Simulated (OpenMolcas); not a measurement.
Nb2+: moving or changing the point charges

Nb2+ among 6 point charges of -1.5 e arranged as an octahedron (Oh), 2.12 Å from the ion.
```
   2.1200    0.0000    0.0000  -1.50
   0.0000    2.1200    0.0000  -1.50
  -2.1200    0.0000    0.0000  -1.50
   0.0000   -2.1200    0.0000  -1.50
   0.0000    0.0000    2.1200  -1.50
   0.0000    0.0000   -2.1200  -1.50
```

```yaml
Program: OpenMolcas
Method: CASSCF
Basis: ANO-RCC-VDZP [6s5p3d1f]
Scalar_Hamiltonian: DKH2, point nucleus
Active_space: 3 electrons in 5 orbitals (4d)
State_averaging: 2S+1 = 4 even, 10 roots; 2S+1 = 2 even, 40 roots
Spin-orbit_coupling: state interaction with AMFI integrals over the reference wave functions
```

Runs around this geometry, states (labels of O, the rotations of Oh). Energies in cm-1 above the lowest state or level, χT in cm3 K/mol.

```csv
R (Å),q (e),Ground state,First state of that spin,First gap with spin-orbit (degeneracies),χT at 300 K,First state of another spin
2.12,-1.2,4A2,4T2 11187,"10887 (4, 4)",1.696,2E 11984
2.12,-1.5,4A2,4T2 13881,"11497 (4, 4)",1.739,2E 11639
2.37,-1.5,4A2,4T2 8654,"8506 (4, 2)",1.636,2E 12158
```

Taking the first state of the same spin as R^-n, n = -ln(8654 / 13881) / ln(2.37 / 2.12) = 4.2 between the shortest and longest distance.

Scaling the charges by -1.2 / -1.5 = 0.80 scales the first state of the same spin by 11187 / 13881 = 0.81; with fixed orbitals a first-order splitting would follow the charge.

Without dynamic correlation the repulsion within the d shell is too large (B by tens of per cent), so at a given field states of lower spin stand too high. Point charges carry no covalency, so the field is a model and not that of real ligands. No measured value stands beside these numbers.
